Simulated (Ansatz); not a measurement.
Relaxation of BClFH$_{4}$N (8 atoms, charge 0, multiplicity 1), to a largest force component of 0.03 eV/Å in at most 50 steps.

Level of theory: Ansatz, RKS B3LYP-D4/def2-SVP.

```xyz
8
Properties=species:S:1:pos:R:3
B 0.056 0.424 -0.445
Cl 0.199 -0.013 2.587
N 1.326 0.041 -0.867
H 1.524 -0.884 -1.220
H 2.142 0.637 -0.785
H -0.897 -0.301 -0.557
F -0.130 1.666 0.024
H -0.177 1.159 2.082
```

Task: Where does it end, and by what steps?

Result: The forces met the threshold. After 8 steps the energy has fallen by 0.088 eV; Cl2 moved furthest, 0.48 Å.

| step | energy less start (eV) | largest force component (eV/Å) | accepted |
| --- | --- | --- | --- |
| 0 | 0.0000 | 0.984 | yes |
| 1 | -0.0427 | 0.866 | yes |
| 2 | -0.0019 | 1.140 | no |
| 3 | -0.0714 | 0.145 | yes |
| 4 | -0.0806 | 0.157 | yes |
| 5 | -0.0791 | 0.496 | no |
| 6 | -0.0844 | 0.086 | yes |
| 7 | -0.0873 | 0.103 | yes |
| 8 | -0.0882 | 0.009 | yes |

```xyz
8
Properties=species:S:1:pos:R:3
B 0.052 0.390 -0.529
Cl 0.129 0.214 3.010
N 1.332 0.038 -0.934
H 1.528 -0.829 -1.418
H 2.150 0.606 -0.738
H -0.910 -0.299 -0.750
F -0.128 1.560 0.131
H -0.109 1.049 2.048
```

Whether the end is a true minimum wasn't checked by a vibrational analysis.

Run time: 29 s on 1 thread of Arm Neoverse V1, with other jobs on the host, peak memory 0.15 GiB.
